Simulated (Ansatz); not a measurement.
Ligand exchange: NaBr + SiH3(OH) → NaOH + SiH3Br

Species: NaBr, singlet; SiH3(OH) (silanol), singlet; NaOH `[OH][Na]`, singlet; SiH3Br `[SiH3]Br`, singlet. The partners trade Br for OH: Na–Br and Si–OH bonds give way to Na–OH and Si–Br.

Shapes, held fixed at every level: PBE0-D4/def2-TZVP. Programs: Ansatz 0.2.0. The zero-point and thermal change to 298 K, harmonic and unscaled (PBE0-D4/def2-TZVP), is -4.2 kJ/mol.

```json
{"level": "r2SCAN-D4/def2-TZVPP", "kind": "meta-GGA", "ΔH(298 K) (kJ/mol)": "+165.5", "less CCSD(T)/def2-TZVPP": "-1.3", "CPU time (sum over the molecules)": "17 s"}
{"level": "PBE0-D4/def2-TZVPP", "kind": "global hybrid", "ΔH(298 K) (kJ/mol)": "+164.7", "less CCSD(T)/def2-TZVPP": "-2.1", "CPU time (sum over the molecules)": "9.4 s"}
{"level": "wB97M-V/def2-TZVPP", "kind": "range-separated hybrid", "ΔH(298 K) (kJ/mol)": "+167.1", "less CCSD(T)/def2-TZVPP": "+0.3", "CPU time (sum over the molecules)": "34 s"}
{"level": "MP2/def2-SVP", "kind": "perturbation theory", "ΔH(298 K) (kJ/mol)": "+170.7", "less CCSD(T)/def2-TZVPP": "+3.9", "CPU time (sum over the molecules)": "–"}
{"level": "MP2/def2-TZVPP", "kind": "perturbation theory", "ΔH(298 K) (kJ/mol)": "+161.9", "less CCSD(T)/def2-TZVPP": "-4.9", "CPU time (sum over the molecules)": "–"}
{"level": "CCSD(T)/def2-SVP", "kind": "coupled cluster or CI", "ΔH(298 K) (kJ/mol)": "+169.8", "less CCSD(T)/def2-TZVPP": "+3.0", "CPU time (sum over the molecules)": "5.6 s"}
{"level": "CCSD(T)/def2-TZVPP", "kind": "coupled cluster or CI", "ΔH(298 K) (kJ/mol)": "+166.8", "less CCSD(T)/def2-TZVPP": "0.0", "CPU time (sum over the molecules)": "46 s"}
```

The highest level, CCSD(T)/def2-TZVPP, gives ΔH(298 K) = +166.8 kJ/mol; the levels span +161.9 to +170.7. The column of differences is taken from that level and isn't an error. No measured value is set beside it here. Relativity is left out for Br. Outer-core shells of Br, Na are correlated in most correlated rows, in sets that cover them unevenly. Times are processor times on shared x86 and Arm servers, and rough.
